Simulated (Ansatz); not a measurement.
`C[O][SnH2][CH]=N` + H₂ → `C[O][SnH3]` + `C=N` at 500 K and 1 bar (hydrogenolysis of the Sn–C bond).

Computed with Ansatz on PBE0-D4/def2-TZVP structures; ΔE is electronic, products minus reactants. CBS: MP2 limit from def2 TZ/QZ plus the TZ coupled-cluster correction, frozen cores. This one scheme is used for every species. def2 core potentials past Kr. For Sn outer-core shells are correlated without core-valence functions, which leaves a few kJ/mol of doubt a bond. One conformer a species, not always the lowest.

```json
{"species": "`C[O][SnH2][CH]=N`", "CCSD(T)/CBS energy (Eh)": "-424.16865", "H − E (kJ/mol)": "278.0", "S (J/(mol·K))": "461.2"}
{"species": "H₂", "CCSD(T)/CBS energy (Eh)": "-1.17544", "H − E (kJ/mol)": "41.0", "S (J/(mol·K))": "145.5"}
{"species": "`C[O][SnH3]`", "CCSD(T)/CBS energy (Eh)": "-330.83288", "H − E (kJ/mol)": "199.9", "S (J/(mol·K))": "376.8"}
{"species": "`C=N`", "CCSD(T)/CBS energy (Eh)": "-94.52360", "H − E (kJ/mol)": "124.2", "S (J/(mol·K))": "249.5"}
```

H − E and S are ideal-gas, rigid-rotor, harmonic terms from PBE0-D4/def2-TZVP, for one conformer and one mirror image of each species. The MP2-based limit puts H₂ 0.8 mEh under its directly extrapolated value; such offsets cancel only in part. 1 Eh = 2625.50 kJ/mol, R = 8.31446 J/(mol·K).

**Question.** By hand: ΔE, ΔH, ΔS and ΔG.

**Answer.** ΔE = (-330.83288) + (-94.52360) − (-424.16865) − (-1.17544) = -0.01239 Eh = -32.5 kJ/mol. Δ(H − E) = 199.9 + 124.2 − 278.0 − 41.0 = 5.1, so ΔH = -27.4 kJ/mol. ΔS = 376.8 + 249.5 − 461.2 − 145.5 = 19.6 J/(mol·K). ΔG = -27.4 − 500 × (19.6)/1000 = -37.2 kJ/mol.

**Question.** By hand: the equilibrium constant, and the temperature at which ΔG would vanish if ΔH and ΔS stayed fixed.

**Answer.** log₁₀ K = −ΔG/(RT ln 10) = 3.9. ΔH and −TΔS have one sign here, so there is no such temperature.

TΔS isn't small against ΔH here. A doubt of 5 kJ/mol in ΔE shifts log₁₀ K by 0.5 here. Other conformers and mirror images would add mixing entropy, several J/(mol·K) or more a flexible species. Modes under 60 cm⁻¹, often nearly free rotors, make the harmonic entropy too high. These are equilibria of isolated gas molecules and say nothing of rates. Largest T1 diagnostic: 0.014 (customary marks: 0.02 for closed shells, 0.045 for open ones).
